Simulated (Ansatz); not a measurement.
Saddle point of AlH$_{3}$O$_{2}$F$_{2}$, closed shell (AlH₃O₂F₂ ([OH][OH][AlH]([F])[F]) → AlHO₂F₂ ([F][Al]1([F])[O][OH]1) + H₂; bonds formed: Al1–O7, H2–H5; dative contacts that become bonds: Al1–O6; bonds broken: Al1–H2, H5–O6), PBE0-D4/def2-TZVP structure:

```
8
angstrom
Al -0.9926 0.0084 -0.4058
H -0.4608 -1.6325 -0.1783
F -1.4371 0.3051 -1.9541
F -1.8941 0.5423 0.8521
H 0.4068 -1.0527 0.0343
O 0.8359 0.0937 -0.1259
O 1.3118 0.7920 1.0182
H 2.2303 0.9439 0.7596
```

Energies are electronic, without zero-point energy. Barriers and step energies count from the start structure reached by relaxing down the imaginary mode; all methods use the PBE0-D4 structures, on which another method's saddle can fall below an end. Ansatz 0.2.0; basis: def2-TZVPP, with def2-QZVPP for the basis limit; cores frozen in the correlated methods. B3LYP uses VWN-RPA correlation. Extrapolation: Hartree–Fock as exp(−7.88 √X), correlation as X^−2.97.

```
      method  barrier (kcal/mol)  step energy (kcal/mol)
       SPW92               18.65                    3.35
      PBE-D4               19.11                   -2.85
     BLYP-D4               20.33                   -5.15
   r2SCAN-D4                   ?                   -4.59
      B97M-V                   ?                   -2.08
     PBE0-D4               23.11                   -1.27
    B3LYP-D4               23.52                   -3.41
  r2SCAN0-D4               24.17                   -2.81
    BHLYP-D4               28.30                   -1.57
CAM-B3LYP-D4               25.23                   -1.52
     wB97X-V               25.65                   -2.24
     wB97M-V               25.83                   -2.72
      B2PLYP               24.15                   -4.68
    PBE-QIDH               25.21                   -2.53
  RPA on PBE               25.49                   -5.84
          HF                   ?                   -2.10
         MP2               23.81                   -5.90
        CCSD               27.38                   -4.13
     CCSD(T)               25.87                   -4.94
```

(1) Fill in the withheld barriers. (An estimate is asked for; the value comes from the calculation.)

The T1 diagnostic stays at or below 0.014.

Results:

(1) By the calculation: B97M-V 24.35; r2SCAN-D4 20.92; HF 35.24 kcal/mol. Each is the energy of the saddle less that of the start structure, by the same method.

For comparison, the barrier by CCSD(T) at an estimated basis limit (MP2 extrapolated from triple and quadruple zeta, plus CCSD(T) − MP2 in triple zeta) is 25.81 kcal/mol.

Labels in which every atom is bracketed show which atoms are joined, not bond orders.

For scale, one of the runs: CCSD(T)/def2-TZVPP, 208 basis functions, launched by `ansatz run in.yaml --threads 4 --pin off --events-out ev --progress --plain --max-ram 9574MiB`. Time: 120 s of wall clock on 4 CPU threads of an AMD EPYC 7R43; the host was shared. Peak host memory: 3 GiB.
